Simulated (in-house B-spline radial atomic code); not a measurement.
## As⁺: [Ar] 3d10 4s2 4p2

Method: Dirac-Kohn-Sham HSE06, spherical fractional occupations, Fermi nucleus of rms radius 4.0968 fm. Calculated with an all-electron radial atomic-structure program (B-spline basis).

Screening seen three ways: the hydrogenic charge with the same mean radius, Z_r = [3n² - l(l+1)]/(2<r>), the one with the same energy, Z_e = n√(-2ε), and Slater's rules. Values are occupation-weighted means over j.

| shell | electrons | ε (eV) | <r> (bohr) | Z_r | Z_e | Slater |
| --- | --- | --- | --- | --- | --- | --- |
| 1s | 2 | -11785 | 0.04549 | 32.98 | 29.43 | 32.70 |
| 2s | 2 | -1517.8 | 0.2023 | 29.66 | 21.12 | 28.85 |
| 2p | 6 | -1330.9 | 0.1771 | 28.23 | 19.78 | 28.85 |
| 3s | 2 | -209.07 | 0.5972 | 22.60 | 11.76 | 21.75 |
| 3p | 6 | -150.61 | 0.6166 | 20.27 | 9.98 | 21.75 |
| 3d | 10 | -54.421 | 0.6752 | 15.55 | 6.00 | 11.85 |
| 4s | 2 | -24.519 | 1.88 | 12.76 | 5.37 | 6.65 |
| 4p | 2 | -13.222 | 2.343 | 9.82 | 3.94 | 6.65 |

The least bound orbital is 4p3/2 at -13.11 eV, and it is also the most diffuse (<r> = 2.355 bohr).

Spin-orbit splittings of the orbital energies (j = l + 1/2 above j = l - 1/2 when positive): 2p 36.66 eV, 3p 5.098 eV, 3d 0.7464 eV, 4p 0.3252 eV.

For the 1s electron the small component carries 1.43 % of the norm, the zero-frequency Breit interaction raises the level by 17.87 eV, self-energy by 9.322 eV, and vacuum polarisation lowers it by 0.9165 eV.

The density falls to 0.001 bohr⁻³ at 3.983 bohr; Σ<r²> = 30.395 bohr² gives, by the non-relativistic formula and without the paramagnetism of open shells, a Langevin diamagnetic susceptibility of -24.07×10⁻⁶ cm³/mol.

Caution: exact exchange at fractional occupations of open shells leaves self-interaction of up to several eV.
